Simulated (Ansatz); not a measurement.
`CC1=C(Cl)[SiH2]1` + H–F → `CC1=C(F)[SiH2]1` + HCl  (substitution at a C–Cl bond)

Gas-phase electronic energies from Ansatz, PBE0-D4/def2-TZVP geometries. CBS: MP2 limit from def2 TZ/QZ plus the TZ coupled-cluster correction, frozen cores. This one scheme is used for every species. Functionals use def2-TZVPP.

`CC1=C(Cl)[SiH2]1`:

```xyz
10

C     0.251    0.676    1.412
C     0.025    0.063    0.089
C     0.231    0.351   -1.192
Cl    0.909    1.674   -2.030
Si   -0.551   -1.260   -1.034
H    -0.695    0.785    1.950
H     0.892    0.038    2.025
H     0.718    1.659    1.322
H     0.210   -2.521   -1.213
H    -1.991   -1.465   -1.329
```

H–F:

Z-matrix (Å, degrees):
```
F
H 1 0.920
```

`CC1=C(F)[SiH2]1`:

Cartesian coordinates in Å:
```
C 0.973 0.655 -1.074
C 0.114 0.075 -0.018
C 0.020 0.009 1.302
F 0.736 0.484 2.312
Si -1.335 -0.896 0.559
H 1.356 -0.131 -1.731
H 0.398 1.341 -1.701
H 1.821 1.198 -0.652
H -2.718 -0.356 0.504
H -1.364 -2.380 0.498
```

HCl:

Cartesian coordinates in Å:
```
Cl -0.502 -0.389 0.072
H 0.502 0.389 -0.072
```

```csv
species,PBE0 energy (Eh)
`CC1=C(Cl)[SiH2]1`,-866.60480
H–F,-100.39405
`CC1=C(F)[SiH2]1`,-506.32218
HCl,-460.66547
```

Question: Work out ΔE.

Answer: ΔE = (-506.32218) + (-460.66547) − (-866.60480) − (-100.39405) = 0.01120 Eh = +29.4 kJ/mol. CCSD(T)/CBS gives +40.3 kJ/mol.

Largest T1 diagnostic among the species: 0.013.

The D4 term adds +7.1 kJ/mol with B3LYP and +3.8 kJ/mol with PBE0; it sums over pairs of atoms, weighted by their polarisabilities, and B3LYP, whose exchange is more repulsive, gets the larger term. In def2-TZVPP, CCSD(T) changes the Hartree–Fock value by +16.2 kJ/mol (the triples alone add +3.0 kJ/mol) and MP2 by +29.8 kJ/mol.

B3LYP here is the variant with VWN-RPA as its local correlation; programs differ in this.
